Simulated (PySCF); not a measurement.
CH2F3Ga. Atoms are numbered in the order given.

```xyz
7

Ga     1.1962    -0.0137     0.0000
C     -0.8260    -0.0108     0.0000
F     -1.3629    -0.6063    -1.0773
F     -1.3629    -0.6063     1.0773
F     -1.2688     1.2652     0.0000
H      1.9133     0.0072     1.3880
H      1.9133     0.0072    -1.3880
```
Charge 0, spin multiplicity 1.

The structure is a stationary point at PBE0-D3(BJ)/def2-SVP. The structure was generated by enumeration; whether it is a known compound was not checked.

These are PBE/pcSseg-1 (PySCF) values and carry that method's errors.

GIAO shieldings, no solvent; atoms alike by connectivity are averaged. δ = σ(ref) − σ: ¹³C against TMS (σ = 182.0 ppm); ¹⁹F against CFCl3 (σ = 133.6 ppm); ¹H against TMS (σ = 31.49 ppm), references at their B3LYP-D3(BJ)/def2-TZVP geometries, non-relativistic.

Q: Estimate the chemical shifts. (An estimate is asked for; the answer gives what the named calculation found.)

A: 
| nucleus | atoms | count | δ (ppm) |
|---|---|---|---|
| ¹³C | C2 | 1 | 144.6 |
| ¹⁹F | F3, F4, F5 | 3 | -89.8 |
| ¹H | H6, H7 | 2 | 6.47 |
